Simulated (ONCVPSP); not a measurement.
## O (Z = 8), ONCV: configuration errors across variants

| Property | Result |
| --- | --- |
| Element | oxygen |
| Generator | ONCVPSP 4.0.1 |
| Type | optimised norm-conserving Vanderbilt (ONCV) |
| Functional | PBEsol |
| Relativity | scalar-relativistic |
| Frozen core | [He] |
| Valence charge | 6 |
| Reference configuration | 2s2 2p4 |
| Partial waves | 2s: rc 0.90 bohr, ncon 4, nbas 9, qcut 6.6 1/bohr, 1 projector; 2p: rc 1.35 bohr, ncon 5, nbas 10, qcut 10.4 1/bohr, 2 projectors, debl 0.8 Ha |
| Local potential | polynomial inside 0.60 bohr (lpopt 5, dvloc0 0 Ha) |
| Core correction | Teter function, fcfact 3.5, rcfact 1.2 |

All-electron excitation energies from the reference (eV): (1) 2s2 2p3 16.360; (2) 2s2 2p2 49.837; (3) 2s2 2p1 103.544; (4) 2s2 2p3.5 6.254.

Errors AE − PS in meV (a dash: test not solved or not reliable):

```csv
change,(1),(2),(3),(4),bound ghosts,GHOST(+) flags above zero
base,+13,+117,+490,+1.8,none,none
"core correction Teter function, fcfact 3.5, rcfact 1.78",+12,+101,+400,+1.7,none,none
p: rc 0.96,+6.0,+59,+263,+0.6,none,none
s: nproj 0; local potential the s channel,+13,+117,+484,+1.8,none,none
```

Q: Give the same row for: core correction Teter function, fcfact 6.2, rcfact 1.2.

A: +13, +119, +495, +1.9; bound ghosts: none; GHOST(+) flags above zero: none.
